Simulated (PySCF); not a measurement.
Excitations are Tamm–Dancoff values on a coarser integration grid. The basis has no diffuse functions, so Rydberg states are missing or too high.

Cartesian coordinates (Å):
```xyz
9

F     -0.1429     1.9740    -1.3015
Si    -0.2882     0.7393    -0.2798
Si    -2.1328    -0.2777     0.0134
Si     1.7268    -0.2695     0.2283
H     -3.4637     0.2785    -0.3016
H     -2.1040    -1.2955     1.0838
H      2.4186    -0.7410    -0.9950
H      1.3831    -1.4179     1.1005
H      2.6140     0.6700     0.9551
```
Charge 0, multiplicity 1.

Task: Estimate the S1–T1 gap (TDA), S1 oscillator strength, HOMO, brightest of the four lowest singlets (TDA) and HOMO–LUMO gap that ωB97X-D3(BJ)/def2-TZVP run with PySCF 2.14.0 returns for this input.

Result: 
- S1–T1 gap (TDA) = 1.50 eV
- S1 oscillator strength = 0.006
- HOMO = -8.07 eV
- brightest of the four lowest singlets (TDA) = 4.27 eV
- HOMO–LUMO gap = 8.00 eV
